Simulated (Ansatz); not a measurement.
Pulling the pair apart

The pair of Ag⁺ (SMILES [Ag+], atom 1) and CH2O (SMILES C=O, atoms 2–5), both closed shells, in one local arrangement (a lower one may exist), relaxed at PBE0-D4/def2-TZVP:

Ag1  (-0.012, -0.038, -2.566)
C2  (0.019, 0.011, 0.657)
O3  (-0.526, -0.061, -0.424)
H4  (1.107, 0.127, 0.762)
H5  (-0.589, -0.039, 1.571)
(Å)

CH2O is shifted rigidly along the line between the mean atom positions of the two fragments (negative: closer). Counterpoise interaction energies in kcal/mol. Program: Ansatz 0.2.0. Basis: def2-TZVPPD. Cores are frozen in the correlated methods. Filled d shells of the heavier atoms are correlated. Core potentials replace the inner electrons of the atoms past krypton.

```json
{"shift (Å)": "-0.22", "PBE0-D4": "-28.34", "wB97M-V": "-26.27", "HF": "-16.58"}
{"shift (Å)": "-0.11", "PBE0-D4": "-31.48", "wB97M-V": "-29.94", "HF": "-22.13"}
{"shift (Å)": "0.00", "PBE0-D4": "-32.20", "wB97M-V": "-30.99", "HF": "-24.64"}
{"shift (Å)": "0.11", "PBE0-D4": "-31.54", "wB97M-V": "-30.49", "HF": "-25.32"}
{"shift (Å)": "0.26", "PBE0-D4": "-29.40", "wB97M-V": "-28.44", "HF": "-24.60"}
{"shift (Å)": "0.55", "PBE0-D4": "-24.20", "wB97M-V": "-23.33", "HF": "-21.30"}
{"shift (Å)": "1.10", "PBE0-D4": "-15.89", "wB97M-V": "-15.11", "HF": "-15.00"}
{"shift (Å)": "2.20", "PBE0-D4": "-7.83", "wB97M-V": "-7.56", "HF": "-8.25"}
```

Q: What does CCSD(T) give at these shifts? (To be estimated.)

A: Computed: -23.40, -27.17, -28.33, -27.97, -26.17, -21.59, -14.20, -7.26 kcal/mol. For zero shift, CCSD(T) at an estimated basis limit (MP2 extrapolated from triple and quadruple zeta, plus CCSD(T) − MP2 in triple zeta) gives -31.30 kcal/mol. These are counterpoise interaction energies, counted from the two frozen fragments.

No T1 diagnostic of these runs exceeds 0.016.

For scale, one of the runs: CCSD(T)/def2-TZVPPD, 167 basis functions, launched by `ansatz run in.yaml --threads 2 --pin off --events-out ev --progress --plain --max-ram 5222MiB`. Time: 66 s of wall clock on 2 CPU threads of an Arm Neoverse V1; the host was shared. Peak host memory: 1.6 GiB.
